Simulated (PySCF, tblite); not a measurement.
Complex of K+ and bifluoride

A gas-phase complex of K+ and bifluoride; neutral, singlet. The structure comes from a short search (6 tight-binding starts) and was relaxed by PBE0-D3(BJ)/def2-SVPD; another way of binding may lie lower. Frequencies by PBE0-D3(BJ)/def2-SVPD show no clear imaginary mode.

| part | name | SMILES | atoms | charge | multiplicity |
| --- | --- | --- | --- | --- | --- |
| 1 | K+ | [K+] | 1 | +1 | 1 |
| 2 | bifluoride | F[H-]F | 2–4 | -1 | 1 |

Coordinates in Å:
```
K1     -0.378   -0.140   -0.207
F2     -2.589   -0.431   -1.217
H3     -2.608    0.496   -0.553
F4     -2.295    1.332    0.162
```

Contacts between parts, classed by geometry: K1···F4 2.445 Å (ion contact); K1···F2 2.449 Å (ion contact).

Interaction energies are complex less parts, with the parts frozen as they stand in it; counterpoise-corrected, in kcal/mol (PySCF).

(1) Give the interaction energy at each level run.

(2) What holds them together? Decompose the wB97M-D3(BJ)/def2-TZVPD energy: frozen parts, their antisymmetrised product, then relaxation.

The parts were also relaxed and run alone, at the levels used for the complex: shieldings by PBE0/aug-pcSseg-2; core levels by delta-SCF with SCAN, aug-pcX-2 on the ionised atom and aug-pcseg-1 elsewhere, spin-free X2C.

Values alone: shielding of K1 (ppm): 1325.5; shielding of F4 (ppm): 396.1; shielding of F2 (ppm): 396.1; F4 1s core level (eV): 683.79.

(3) How do these values change when the complex forms?

Results:

(1) 
| level | interaction | superposition error removed |
| --- | --- | --- |
| wB97M-D3(BJ)/def2-TZVPD | -125.01 | -0.20 |
| PBE0-D3(BJ)/def2-TZVPD | -126.25 | -0.22 |

(2) electrostatic -139.5, Pauli repulsion +27.3, orbital relaxation -12.4, dispersion correction -0.6 kcal/mol, which sum to the value before the counterpoise correction; the Pauli term holds the exchange-correlation of the frozen density too. Of the attraction, 92 % is electrostatic, 8 % is orbital relaxation, 0 % is dispersion correction.

(3) 
```tsv
property	alone	in the complex	change
shielding of K1 (ppm)	1325.5	1271.1	-54.4
shielding of F4 (ppm)	396.1	339.2	-56.8
shielding of F2 (ppm)	396.1	339.9	-56.2
F4 1s core level (eV)	683.79	689.49	+5.70
```

The 5 runs behind this took 65 s in all, one thread each of Arm Neoverse V2 on a shared host, launched as `OMP_NUM_THREADS=1 python cluster_run.py task.json out`.
